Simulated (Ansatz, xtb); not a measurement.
# Ranking isomers of AlFH2OSi

7 gas-phase structures of AlFH2OSi, found in a search over its isomers (lower ones may exist). Each was relaxed with GFN2-xTB; where two conformers were screened, the lower at r2SCAN-D4/def2-SVP is listed:

A. `F[Si][O][AlH2]`, a singlet
B. a singlet given by its coordinates
C. a singlet given by its coordinates
D. `F[SiH2][O][Al]`, a singlet
E. `[F][AlH][O][SiH]`, a singlet
F. `O=[SiH][AlH][F]`, a singlet
G. `[F][Al]1[O][SiH2]1`, a singlet

C (Å):

```xyz
6

Al    0.3643    0.4096   -3.3488
F    -0.8706    1.3416   -3.9206
O     0.4979    0.0656   -1.6284
Si    1.7189    1.1239   -1.4561
H     0.9274   -0.6279   -4.2891
H     2.0175    0.9938   -0.0062
```

Close contacts (Å): Al1–F2 1.65, Al1–O3 1.76, Al1–Si4 2.43, O3–Si4 1.62, Al1–H5 1.51, Si4–H6 1.49.

B (Å):

```xyz
6

Al   -0.8614    0.2592   -0.0214
F     0.7440    0.5880   -0.3400
O    -1.0530   -1.2455   -1.0838
Si   -0.6130   -2.3336   -2.0382
H    -1.1609   -0.3404    1.3774
H    -1.8897    1.2131   -0.6829
```

Close contacts (Å): Al1–F2 1.67, Al1–O3 1.85, O3–Si4 1.51, Al1–H5 1.55, Al1–H6 1.55.

**Question.** Which do you expect lowest at r2SCAN-D4/def2-SVP, and how would the others follow?

**Answer.** Calculated order at r2SCAN-D4/def2-SVP: D (0.0), A (19.7), E (23.0), C (29.5), G (30.3), B (33.4), F (58.7) kcal/mol. Less than 1 kcal/mol parts C and G, so the order within that pair means little.

Energies above the lowest of each column, in kcal/mol; the last columns are at PBE0-D3(BJ)/pcseg-1 geometries and were run for some of them only (a dash: not run or not comparable):

```
structure  GFN2-xTB  HF/STO-3G  r2SCAN-D4/def2-SVP  PBE0-D3(BJ)/pcseg-1  CCSD(T)/def2-TZVP
        D      20.8        7.0                 0.0                  0.0                0.0
        A      13.7        0.0                19.7                 22.3               21.9
        E       8.6        5.5                23.0                 26.0               26.1
        C      10.7       19.0                29.5                    –                  –
        G      37.4       69.1                30.3                    –                  –
        B       0.0        5.8                33.4                    –                  –
        F      22.8       62.6                58.7                    –                  –
```

CCSD(T)/def2-TZVP puts D lowest of those it was run on; GFN2-xTB picks B, HF/STO-3G picks A. Some further structures that were screened fall inside this span and aren't listed. Flexible structures stand in one conformer each, not always the lowest. Frequencies (PBE0-D3(BJ)/pcseg-1) were run for A, D, E alone.

Over these structures GFN2-xTB departs from r2SCAN-D4/def2-SVP by 16.1 kcal/mol on average once a common shift is removed. A GFN2-xTB relaxation took about 0.3 s and the r2SCAN-D4/def2-SVP energy about 2.8 s on a shared host (Ansatz 0.2.0, xtb 6.7.1).
